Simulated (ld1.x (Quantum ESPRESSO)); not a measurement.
tungsten, TM: configuration errors across variants

- Element: tungsten
- Generator: ld1.x (Quantum ESPRESSO) 7.5
- Type: norm-conserving Troullier–Martins (Kleinman–Bylander form)
- Functional: LDA (PZ)
- Relativity: scalar-relativistic
- Frozen core: [Xe] 4f14
- Valence charge: 6
- Reference configuration: 5d4 6s1 6p1
- Partial waves: 6s (bound): rc 2.10 bohr; 6p (bound): rc 3.10 bohr; 5d (bound): rc 2.05 bohr
- Local potential: all-electron potential smoothed inside 2.50 bohr (lloc = -2)
- Core correction: none

All-electron excitation energies from the reference (eV): (1) 5d4 6s2 6p0 -4.574; (2) 5d4 6s1 6p0 4.560; (3) 5d4 6s0 6p0 20.586; (4) 5d3 6s0 6p0 46.291; (5) 5d5 6s1 6p0 -3.025; (6) 5d4 6s1.5 6p0 -0.830; (7) 5d4.5 6s1.5 6p0 -3.877; (8) 5d4 6s1 6p1 spin -3.513; (9) 5d4 6s2 6p0 spin -6.508.

Spin tests fill each open shell by Hund’s rule, majority spin first.

A true bound ghost makes a file unfit for plane-wave use even where its test errors are small: the radial tests pick states by their node count and pass the ghost by.

Errors AE − PS in meV (a dash: test not solved or not reliable):

| change | (1) | (2) | (3) | (4) | (5) | (6) | (7) | (8) | (9) | bound ghosts |
| --- | --- | --- | --- | --- | --- | --- | --- | --- | --- | --- |
| base | +5.4 | -2.6 | +24 | +74 | -25 | -1.3 | -7.4 | +2810 | +2189 | none |
| wave 6p (bound): rc 3.10 bohr becomes 6p (bound): rc 2.10 bohr | +7.2 | +5.6 | +36 | +37 | +6.3 | +4.0 | +9.8 | +2807 | +2202 | p |
| wave 6p (bound): rc 3.10 bohr becomes 6p (bound): rc 2.44 bohr | +6.7 | -0.6 | +24 | +51 | -12 | +0.6 | -0.3 | +2816 | +2194 | none |
| wave 6p (bound): rc 3.10 bohr becomes 6p (bound): rc 2.86 bohr | +5.9 | -2.3 | +23 | +69 | -22 | -0.8 | -6.0 | +2812 | +2190 | none |
| wave 6p (bound): rc 3.10 bohr becomes 6p (bound): rc 3.44 bohr | +5.3 | -2.6 | +24 | +75 | -25 | -1.4 | -7.6 | +2810 | +2188 | none |
| wave 6p (bound): rc 3.10 bohr becomes 6p (bound): rc 3.82 bohr | +6.4 | -2.8 | +22 | +66 | -22 | -0.8 | -5.5 | +2812 | +2190 | none |
| wave 6p (bound): rc 3.10 bohr becomes 6p (bound): rc 4.64 bohr | +12 | -5.8 | +6.3 | +20 | -8.2 | +0.9 | +4.2 | +2823 | +2199 | none |

(1) Give the same row for: wave 6p (bound): rc 3.10 bohr becomes 6p (bound): rc 4.08 bohr.

Answers

(1) +7.4, -3.2, +19, +58, -19, -0.4, -3.7, +2814, +2192; bound ghosts: none.
